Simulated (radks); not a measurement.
Results of a calculation; reference values are marked as such.
Valence configurations of neutral carbon (all share [He]). Code: a radial shooting solver on a logarithmic mesh with Libxc functionals. Model: Dirac Kohn-Sham, BLYP, spin-unpolarised, spherical densities, point nucleus; open shells fill j = l - 1/2 first. Energies are relative to 2s2 2p2; eigenvalues in eV.

valence	E (eV)	e(2p1/2)	e(2p3/2)	e(2s1/2)
2s2 2p2	0.000	-5.240	-	-13.607
2s1 2p3	8.392	-5.647	-5.638	-14.046
2s1.5 2p2.5	4.192	-5.450	-5.441	-13.833
2s0.5 2p3.5	12.600	-5.832	-5.823	-14.246
2p4	16.815	-6.007	-5.998	-

NIST lists [He] 2s2 2p2 as the ground configuration; this level of theory agrees among the configurations tried. The energies are those of spherical spin-averaged densities, not of single terms.
